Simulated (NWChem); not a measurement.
System: C3H5BO; SMILES B1(O)CC=C1

Excerpt of the output:

```
             Northwest Computational Chemistry Package (NWChem) 7.3.0
             --------------------------------------------------------

 CS  symmetry detected

                             Geometry "geometry" -> ""
                             -------------------------

 Output coordinates in angstroms (scale by  1.889725989 to convert to a.u.)

  No.       Tag          Charge          X              Y              Z
 ---- ---------------- ---------- -------------- -------------- --------------
    1 O                    8.0000     0.11279302    -1.89600418     0.00000000
    2 B                    5.0000     0.05844407    -0.54982360     0.00000000
    3 C                    6.0000     1.12809256     0.57385478     0.00000000
    4 C                    6.0000     0.10966862     1.46572918     0.00000000
    5 C                    6.0000    -1.11394830     0.56080732     0.00000000
    6 H                    1.0000    -0.76060761    -2.30151131     0.00000000
    7 H                    1.0000     2.20485366     0.75531370     0.00000000
    8 H                    1.0000     0.13222580     2.56568140     0.00000000
    9 H                    1.0000    -1.75695681     0.64765998    -0.89324900
   10 H                    1.0000    -1.75695681     0.64765998     0.89324900

 Effective nuclear repulsion energy (a.u.)     145.9403376559

      Symmetry information
      --------------------

 Group name             Cs
 Group number              2
 Group order               2
 No. of unique centers     9

                                 NWChem DFT Module
                                 -----------------

 Summary of "ao basis" -> "ao basis" (spherical)
 ------------------------------------------------------------------------------
       Tag                 Description            Shells   Functions and Types
 ---------------- ------------------------------  ------  ---------------------
 O                          def2-svp                 6       14   3s2p1d
 B                          def2-svp                 6       14   3s2p1d
 C                          def2-svp                 6       14   3s2p1d
 H                          def2-svp                 3        5   2s1p

      Symmetry analysis of basis
      --------------------------

        a'         67
        a"         28

            General Information
            -------------------
          SCF calculation type: DFT
          Wavefunction type:  closed shell.
          No. of atoms     :    10
          No. of electrons :    36
           Alpha electrons :    18
            Beta electrons :    18
          Charge           :     0
          Spin multiplicity:     1
          Use of symmetry is: on ; symmetry adaption is: on
          Maximum number of iterations: 150
          AO basis - number of functions:    95
                     number of shells:    45
          Convergence on energy requested:  1.00D-06
          Convergence on density requested:  1.00D-05
          Convergence on gradient requested:  5.00D-04

              XC Information
              --------------
                       M06-2X Method XC Functional
                     Hartree-Fock (Exact) Exchange  0.540
                        M06-2X Exchange Functional  1.000
                      M06-2X Correlation Potential  1.000

             Grid Information
             ----------------
          Grid used for XC integration:  medium
          Radial quadrature: Mura-Knowles
          Angular quadrature: Lebedev.
          Tag              B.-S. Rad. Rad. Pts. Rad. Cut. Ang. Pts.
          ---              ---------- --------- --------- ---------
          O                   0.60       49          11.0       434
          B                   0.85       49          10.0       434
          C                   0.70       49          10.0       434
          H                   0.35       45          12.0       434
          Grid pruning is: on
          Number of quadrature shells:   425
          Spatial weights used:  Erf1

      Superposition of Atomic Density Guess
      -------------------------------------

 Sum of atomic energies:        -214.56597517

      Non-variational initial energy
      ------------------------------

 Total energy =    -217.606731
 1-e energy   =    -577.769039
 2-e energy   =     214.221971
 HOMO         =      -0.330441
 LUMO         =      -0.029507

      Symmetry analysis of molecular orbitals - initial
      -------------------------------------------------

  Numbering of irreducible representations:

     1 a'          2 a"

  Orbital symmetries:

     1 a'          2 a'          3 a'          4 a'          5 a'
     6 a'          7 a'          8 a'          9 a'         10 a'
    11 a'         12 a'         13 a"         14 a"         15 a'
    16 a'         17 a'         18 a"         19 a"         20 a'
    21 a"         22 a'         23 a'         24 a'         25 a'
    26 a"         27 a'         28 a'

     ---------------------------------------------
      Total Density - Mulliken Population Analysis
     ---------------------------------------------

    Atom       Charge   Shell Charges
 -----------   ------   -------------------------------------------------------
    1 O    8     8.47   1.99  1.11  0.55  3.07  1.75  0.01
    2 B    5     4.67   1.99  0.90  0.18  1.23  0.22  0.16
    3 C    6     6.27   1.99  1.01  0.31  2.05  0.89  0.03
    4 C    6     6.00   1.99  0.98  0.36  1.82  0.81  0.04
    5 C    6     6.36   1.99  0.98  0.22  2.09  1.07  0.02
    6 H    1     0.66   0.53  0.07  0.06
    7 H    1     0.90   0.66  0.22  0.03
    8 H    1     0.91   0.67  0.22  0.02
    9 H    1     0.87   0.66  0.19  0.03
   10 H    1     0.87   0.66  0.19  0.03

   convergence    iter        energy       DeltaE   RMS-Dens  Diis-err
 ---------------- ----- ----------------- --------- --------- ---------
 d= 0,ls=0.0,diis     1   -217.0829483996 -3.63D+02  8.98D-03  4.73D-01
 d= 0,ls=0.0,diis     2   -217.1117334286 -2.88D-02  4.27D-03  3.91D-01
 d= 0,ls=0.0,diis     3   -217.1474052549 -3.57D-02  1.10D-03  1.95D-02
 d= 0,ls=0.0,diis     4   -217.1494538127 -2.05D-03  3.58D-04  1.76D-03
 d= 0,ls=0.0,diis     5   -217.1496693696 -2.16D-04  1.13D-04  1.35D-04
  Resetting Diis
 d= 0,ls=0.0,diis     6   -217.1496863529 -1.70D-05  4.02D-05  1.94D-05
 d= 0,ls=0.0,diis     7   -217.1496887238 -2.37D-06  1.64D-05  1.42D-06
 d= 0,ls=0.0,diis     8   -217.1496887562 -3.25D-08  7.93D-06  1.60D-06

         Total DFT energy =     -217.149688756247
      One electron energy =     -582.377981502715
           Coulomb energy =      249.965184944278
    Exchange-Corr. energy =      -30.677229853669
 Nuclear repulsion energy =      145.940337655859

 Numeric. integr. density =       36.000002937641

                  Occupations of the irreducible representations
                  ----------------------------------------------

                     irrep           alpha         beta
                     --------     --------     --------
                     a'               15.0         15.0
                     a"                3.0          3.0

                       DFT Final Molecular Orbital Analysis
                       ------------------------------------

 Vector   16  Occ=2.000000D+00  E=-3.694950D-01  Symmetry=a'
              MO Center=  2.3D-01,  7.2D-01, -5.0D-16, r^2= 2.5D+00
   Bfn.  Coefficient  Atom+Function         Bfn.  Coefficient  Atom+Function
  ----- ------------  ---------------      ----- ------------  ---------------
    33      0.303049   3 C  py               47     -0.286330   4 C  py
    81     -0.260507   8 H  s                16     -0.239082   2 B  s
    61      0.236699   5 C  py               19      0.213312   2 B  py
    82     -0.153166   8 H  s                17     -0.149027   2 B  s
    36      0.148815   3 C  py               64      0.142643   5 C  py

 Vector   17  Occ=2.000000D+00  E=-3.468607D-01  Symmetry=a'
              MO Center= -3.0D-01, -4.7D-02,  6.5D-16, r^2= 2.5D+00
   Bfn.  Coefficient  Atom+Function         Bfn.  Coefficient  Atom+Function
  ----- ------------  ---------------      ----- ------------  ---------------
    18      0.334171   2 B  px               61     -0.328950   5 C  py
    59      0.220993   5 C  s                60      0.212731   5 C  px
    64     -0.210661   5 C  py                4      0.207512   1 O  px
    33      0.165187   3 C  py               32      0.161827   3 C  px
    63      0.147604   5 C  px               31     -0.143189   3 C  s

 Vector   18  Occ=2.000000D+00  E=-3.207446D-01  Symmetry=a"
              MO Center=  2.9D-01,  8.1D-01,  2.5D-16, r^2= 2.4D+00
   Bfn.  Coefficient  Atom+Function         Bfn.  Coefficient  Atom+Function
  ----- ------------  ---------------      ----- ------------  ---------------
    34      0.379584   3 C  pz               48      0.351855   4 C  pz
    37      0.275425   3 C  pz               51      0.248802   4 C  pz
    86      0.165666   9 H  s                91     -0.165666  10 H  s
    62     -0.157051   5 C  pz               87      0.115531   9 H  s
    92     -0.115531  10 H  s                 6     -0.108742   1 O  pz

 Vector   19  Occ=0.000000D+00  E= 1.815398D-02  Symmetry=a"
              MO Center=  3.2D-01,  5.5D-01, -9.6D-16, r^2= 2.8D+00
   Bfn.  Coefficient  Atom+Function         Bfn.  Coefficient  Atom+Function
  ----- ------------  ---------------      ----- ------------  ---------------
    51      0.600823   4 C  pz               48      0.413239   4 C  pz
    37     -0.373933   3 C  pz               23     -0.338819   2 B  pz
    20      0.320136   2 B  pz               34     -0.245322   3 C  pz
     9      0.201730   1 O  pz                6      0.179235   1 O  pz
    65     -0.050915   5 C  pz

 Vector   20  Occ=0.000000D+00  E= 8.690384D-02  Symmetry=a'
              MO Center= -8.7D-01, -1.7D+00,  1.4D-15, r^2= 4.4D+00
   Bfn.  Coefficient  Atom+Function         Bfn.  Coefficient  Atom+Function
  ----- ------------  ---------------      ----- ------------  ---------------
    59     -1.363295   5 C  s                17      1.243261   2 B  s
    72      1.193687   6 H  s                31     -0.816477   3 C  s
     3     -0.753250   1 O  s                45      0.628931   4 C  s
    22      0.540959   2 B  py               87      0.362727   9 H  s
    92      0.362727  10 H  s                 7      0.312846   1 O  px

 Vector   21  Occ=0.000000D+00  E= 1.134160D-01  Symmetry=a"
              MO Center= -9.5D-02,  9.5D-02, -3.1D-15, r^2= 3.7D+00
   Bfn.  Coefficient  Atom+Function         Bfn.  Coefficient  Atom+Function
  ----- ------------  ---------------      ----- ------------  ---------------
    87      0.682778   9 H  s                92     -0.682778  10 H  s
    37     -0.592423   3 C  pz               23      0.580911   2 B  pz
    65      0.436782   5 C  pz               20     -0.424341   2 B  pz
    34     -0.338589   3 C  pz                9     -0.240320   1 O  pz
    51      0.204929   4 C  pz                6     -0.190715   1 O  pz

     ---------------------------------------------
      Total Density - Mulliken Population Analysis
     ---------------------------------------------

    Atom       Charge   Shell Charges
 -----------   ------   -------------------------------------------------------
    1 O    8     8.14   1.99  1.07  0.56  2.89  1.61  0.01
    2 B    5     4.94   1.99  0.82  0.13  1.54  0.31  0.16
    3 C    6     6.05   1.99  0.90  0.32  2.05  0.77  0.03
    4 C    6     6.11   1.99  0.92  0.38  2.00  0.78  0.04
    5 C    6     6.15   1.99  0.87  0.22  2.11  0.94  0.03
    6 H    1     0.79   0.68  0.05  0.07
    7 H    1     0.97   0.75  0.20  0.02
    8 H    1     0.97   0.75  0.20  0.02
    9 H    1     0.94   0.73  0.19  0.02
   10 H    1     0.94   0.73  0.19  0.02

     -------------------------------------------
      Total Density - Lowdin Population Analysis
     -------------------------------------------

    Atom       Charge   Shell Charges
 -----------   ------   -------------------------------------------------------
    1 O    8     7.97   1.97  0.84  0.55  2.70  1.88  0.02
    2 B    5     5.10   1.96  0.50  0.22  1.41  0.63  0.38
    3 C    6     6.08   1.97  0.60  0.32  1.87  1.24  0.07
    4 C    6     5.95   1.97  0.61  0.30  1.82  1.15  0.10
    5 C    6     6.13   1.96  0.57  0.31  1.91  1.30  0.07
    6 H    1     0.89   0.55  0.16  0.18
    7 H    1     0.97   0.63  0.27  0.07
    8 H    1     0.98   0.64  0.28  0.07
    9 H    1     0.97   0.63  0.27  0.07
   10 H    1     0.97   0.63  0.27  0.07

     Multipole analysis of the density
     ---------------------------------

     L   x y z        total         alpha         beta         nuclear
     -   - - -        -----         -----         ----         -------
     0   0 0 0     -0.000000    -18.000000    -18.000000     36.000000

     1   1 0 0     -0.590396     -0.295198     -0.295198     -0.000000
     1   0 1 0      0.005568      0.002784      0.002784     -0.000000
     1   0 0 1      0.000000      0.000000      0.000000      0.000000

     2   2 0 0    -21.204480    -58.638490    -58.638490     96.072499
     2   1 1 0      3.011592      0.241307      0.241307      2.528978
     2   1 0 1      0.000000      0.000000      0.000000      0.000000
     2   0 2 0    -20.436210   -117.907733   -117.907733    215.379256
     2   0 1 1     -0.000000     -0.000000     -0.000000      0.000000
     2   0 0 2    -22.572415    -14.135537    -14.135537      5.698660
```

Level: M06-2X/def2-SVP. Structure relaxed at the PBE0/def2-SVP level.

**Question.** Reconstruct the input file.

**Answer.** One answer among several that fit: the input that was run:
```
start job
memory heap 200 mb stack 900 mb global 1100 mb
geometry units angstroms noautoz
  O      0.113053    -1.897165     0.000000
  B      0.061984    -0.550856     0.000000
  C      1.134367     0.570213     0.000000
  C      0.118119     1.464566     0.000000
  C     -1.107699     0.562628     0.000000
  H     -0.761333    -2.300543     0.000000
  H      2.211567     0.749048     0.000000
  H      0.143356     2.564460     0.000000
  H     -1.750494     0.651047    -0.893249
  H     -1.750494     0.651047     0.893249
end
basis spherical
  * library def2-svp
end
dft
  xc m06-2x
  iterations 150
  mulliken
end
task dft energy
```
